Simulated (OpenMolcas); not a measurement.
Ir4+ with 6 ligands (fluoride) in tetragonal octahedral coordination (D4h) at 1.94 Å, the axial distance 1.998 Å. A charge of +0.333 e stands 2.4 Å behind each ligand. Ligand basis ANO-RCC-VDZP.

* Program: OpenMolcas
* Method: SS-CASPT2, IPEA 0.25 Eh, imaginary shift 0.1 Eh (closed shells correlated: 5s 5p and the ligand valence shells)
* Basis: ANO-RCC-VDZP [7s6p4d2f]
* Scalar Hamiltonian: DKH2, point nucleus
* Active space: 5 electrons in 5 orbitals (5d)
* State averaging: 2S+1 = 6 even, 1 root; 2S+1 = 4 even, 24 roots; 2S+1 = 2 even, 75 roots
* Spin-orbit coupling: RASSI with atomic mean-field integrals over the reference wave functions

What is the spin-free ground state?

A state of multiplicity 2, 1-fold in its orbital part; d5 allows 2S+1 = 6, so this is a state of lower spin.

Where is the first state of the same spin?

2E at 1030 cm-1 above the ground state.

What are the lowest two levels with spin-orbit coupling?

A 2-fold level with g = 1.67, 2.18, 2.18, then a 2-fold level 7670 cm-1 above it. Their leading multiplicities are 2 (91 %) and 2 (93 %).

What is χT at 300 K, and how does it compare with the textbook value?

The lowest level has 2S+1 = 2, for which the spin-only value is χT = S(S+1) / 2 = 0.375 cm3 K/mol (g = 2). The computed 0.432 at 300 K differs by +0.057, through orbital momentum, spin-orbit coupling and any other state in reach.

Over all roots computed the reference weight is 0.68 to 0.70; a low but even weight reflects the number of correlated electrons. Spin-orbit coupling mixes the spin-free states strongly: the lowest level takes only 53 % from its leading state, 2E, which lies 1026 cm-1 above the lowest spin-free state. The least metal-like active orbital is 72 % on the metal (Löwdin) and no ligand orbital is active, so the numbers are rough. Ligand-to-metal charge-transfer states are missing. With no ligand orbital active B as a rule stays too high, so bands that hang on it stand too high and its fall with covalency is understated. With one d shell and no ligand orbital active, 10Dq can be off by a tenth or more. No measured value stands beside these numbers; the geometry is a model, was not optimised and need not be the one that this ion takes.
